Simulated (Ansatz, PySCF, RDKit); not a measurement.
Noncovalent pair: C2H4Si (SMILES C#C[SiH3]) (first 7 atoms) with H2O (SMILES O); geometry from B3LYP-D3(BJ)/def2-TZVP, rigid monomers moved along the line of their centres of mass till C2···H10 is 2.75 Å.
(charge 0, multiplicity 1):
```xyz
10

C     -1.515     1.378     0.751
C     -0.563     0.708     0.436
Si     0.880    -0.314    -0.055
H     -2.357     1.973     1.018
H      0.536    -1.742     0.064
H      1.203     0.011    -1.462
H      2.029     0.028     0.805
O     -0.060    -0.906     3.489
H      0.525    -0.259     3.897
H     -0.673    -0.383     2.956
```

Interaction energies are E(AB) − E(A) − E(B) at the monomers' geometry in the complex; basis-set methods are counterpoise corrected. Rows marked so take none.

Rows in 3-21G, 6-311+G** carry no dispersion term and start afresh at each structure.

Codes used: Ansatz (Gaussian orbitals); PySCF for 3-21G rows, 6-311+G** rows; RDKit for the force fields. 

### Question
One of these levels gives -55.0 meV for the interaction energy. Name it.
A. HF/3-21G (no counterpoise)
B. MMFF94
C. PBE/def2-TZVPPD
D. B3LYP/6-311+G** (no counterpoise)

### Answer
B, MMFF94. The others give -223.9 (HF/3-21G (no counterpoise)), -91.1 (PBE/def2-TZVPPD), -75.7 (B3LYP/6-311+G** (no counterpoise))

Ansatz is a first-principles code.
